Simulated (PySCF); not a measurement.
Compound: Si(CCH)2H2, C4H4Si.
Bonds: Si1–C2, Si1–C5, C2–C3, C5–C6. Hydrogens: H8, H9 on Si1; H4 on C3; H7 on C6.

Computed with PBE0-D3(BJ)/def2-SVP geometry optimisation, gas phase (PySCF 2.14.0).

**Question.** Give the optimised bond lengths and angles.

**Answer.** 
```
          bond  length (Å)
Si1–C2, Si1–C5       1.832
Si1–H8, Si1–H9       1.490
  C2–C3, C5–C6       1.216
  C3–H4, C6–H7       1.076
```

Bonds in one row agree within 0.01 Å and their mean is given. A selection of angles:
```
    angle  degrees
C2–Si1–C5    109.9
C2–Si1–H8    109.3
H8–Si1–H9    109.6
Si1–C2–C3    179.1
 C2–C3–H4    179.9
```

Si1 (silicon bonded to 2 C and 2 H) is tetrahedral (angles from 109.3° to 109.9°). The 5 heavy atoms lie in one plane (0.002 Å rms).

Point group: C2v (every atom within 0.08 Å of its image). Not checked by PBE0-D3(BJ)/def2-SVP frequencies.
